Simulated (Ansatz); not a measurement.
CH4N (SMILES C[NH]) moved off its minimum; all values from Ansatz (an electronic-structure program), cores frozen in correlated methods. Open shells are unrestricted.
(charge 0, multiplicity 2)
```xyz
6

C     -0.6948     0.1092     0.0238
N      0.7420    -0.3184    -0.3160
H     -0.6796     0.1658     1.3378
H     -1.2257    -0.4569    -0.3507
H     -0.6730     1.1503    -0.2214
H      1.4083     0.3391     0.2121
```

Forces at B3LYP/def2-TZVPP (eV/Å):

| atom | Fx | Fy | Fz |
|---|---|---|---|
| C1 | 13.320 | 9.350 | 10.203 |
| N2 | -0.563 | 0.945 | 0.988 |
| H3 | -0.678 | -0.496 | -3.677 |
| H4 | -9.850 | -9.489 | -6.261 |
| H5 | -0.964 | 0.603 | -0.449 |
| H6 | -1.264 | -0.913 | -0.804 |

Q: Give the forces (eV/Å), the total energy and the dipole at CCSD(T)/cc-pVTZ.

A: 
| atom | Fx | Fy | Fz |
|---|---|---|---|
| C1 | 13.337 | 9.549 | 10.447 |
| N2 | -0.403 | 0.820 | 0.888 |
| H3 | -0.659 | -0.510 | -3.721 |
| H4 | -9.984 | -9.626 | -6.372 |
| H5 | -0.970 | 0.634 | -0.485 |
| H6 | -1.321 | -0.867 | -0.757 |
Energy -94.9470 hartree, dipole 1.84 D.
